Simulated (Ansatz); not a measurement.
`[SiH3]C1OC=CO1` → `C=C1C[SiH](O)O1`  (isomerisation)

Computed with Ansatz on PBE0-D4/def2-TZVP structures; ΔE is electronic, products minus reactants. CCSD(T)/CBS is the MP2 limit (def2-TZVPP, def2-QZVPP) plus CCSD(T) − MP2 in def2-TZVPP, frozen cores. Functionals use def2-TZVPP. B3LYP here is the variant with VWN-RPA as its local correlation; programs differ in this. One conformer a species, not always the lowest.

| level | ΔE (eV) |
| --- | --- |
| PBE | -3.38 |
| B3LYP | -3.51 |

Problem. What does CCSD(T)/CBS give? (Best estimate.)

Solution. Computed: -3.64 eV. The listed levels differ from it by 0.26, 0.13 eV.

Largest T1 diagnostic among the species: 0.014.

From PBE to PBE0 (25 % exact exchange), in def2-TZVPP and without D4, ΔE moves by −0.12 eV.

CCSD(T)/CBS has its own doubt, a few kJ/mol and more with outer-core shells, so smaller differences from it don't rank the levels.
